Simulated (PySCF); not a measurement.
**Excitation energy of V by level of theory**

V [Ar] 3d3 4s2 (4F) → V [Ar] 3d5 (6S), as a difference of total energies. All numbers are calculated (PySCF 2.14, the non-relativistic Hamiltonian (point nucleus), in def2-TZVPPD). Correlated levels: valence: [Ar] frozen. The calculations carry no spin-orbit coupling.

| method | excitation energy (eV) |
| --- | --- |
| UHF | 3.481 |
| MP2 (valence) | 2.449 |
| SCS-MP2 (valence) | 3.879 |
| CCSD (valence) | 2.740 |
| CCSD(T) (valence) | 2.668 |

How much does correlation contribute at CCSD(T) (valence)?

2.668 − (3.481) = -0.813 eV, measured against UHF.

A first-order spin-orbit estimate (lowest level to lowest level, LS coupling) adds 0.043 eV.

The coupled-cluster amplitudes are large for the upper state (T1 above 0.03 or a double amplitude above 0.15), so a single reference is strained.
